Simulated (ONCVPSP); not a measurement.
**Potentials for Au (Z = 79) compared**

Generated with ld1.x 7.5 (TM, RRKJ, ultrasoft, PAW), atompaw 4.2 or ONCVPSP 4.0.1. The cutoff is in Ry: for ld1.x and atompaw files where the sum of valence levels is converged to 10 mRy in a Bessel basis, for ONCV files where the hardest occupied wave has 1 mHa per electron of residual kinetic energy. The error is the largest all-electron minus pseudo excitation energy over each file’s own four to seven test configurations (ionisations up to +4, promotions, holes and added fractions of an electron), all of which were solved. The labels leave out finer settings (local radius, basis sizes, second energies), which also bear on the numbers. Spin-polarised tests are not counted. The rows are a selection from randomly drawn settings: files with unsolved tests, undetermined cutoffs or missed reference levels are left out.

A true bound ghost makes a file unfit for plane-wave use even where its test errors are small: the radial tests pick states by their node count and pass the ghost by.

| potential | cutoff (Ry) | largest error (meV) | bound ghosts |
| --- | --- | --- | --- |
| ONCV, PBEsol, scalar-relativistic, rc 2.40/2.20/2.10/2.10 (spdf), local f, core correction no, reference 5d10 6s1, qcut 2.6/3.7/7.8/5, projectors 2/2/2/0 | 38 | -64 | s, p |
| ONCV, PW91, scalar-relativistic, rc 1.60/1.50/1.30 (spd), local smoothed, core correction yes, reference 5s2 5p6 5d9 6s2, qcut 6.4/10.9/8.4, projectors 2/2/2 | 71 | -24 | none |
| ONCV, PBE, scalar-relativistic, rc 1.75/1.15/2.35 (spd), local smoothed, core correction yes, reference 5s2 5p6 5d10 6s1, qcut 8.1/8/7.8, projectors 2/1/2 | 164 | -756 | none |
| ONCV, PBE, fully relativistic, rc 2.40/2.10/1.45/2.35 (spdf), local smoothed, core correction yes, reference 5d10 6s0.5, qcut 2.9/3.1/7.1/4.8, projectors 2/2/2/3 | 41 | -278 | s |

Problem. Fill in the row for Au: ONCV, LDA (Perdew-Zunger), scalar-relativistic, rc 2.30/2.50/1.35 (spd), local smoothed, core correction yes, reference 5d10 6s1, qcut 3/3.9/8.2, projectors 2/2/2.

Solution. cutoff 40 Ry, largest error -865 meV, bound ghosts: s, p.

Problem. Fill in the row for Au: ONCV, LDA (Perdew-Wang 92), scalar-relativistic, rc 1.60/1.20/2.05 (spd), local smoothed, core correction no, reference 5s2 5p6 5d9, qcut 5.9/6.1/7.8, projectors 2/1/2.

Solution. cutoff 204 Ry, largest error +55 meV, bound ghosts: none.
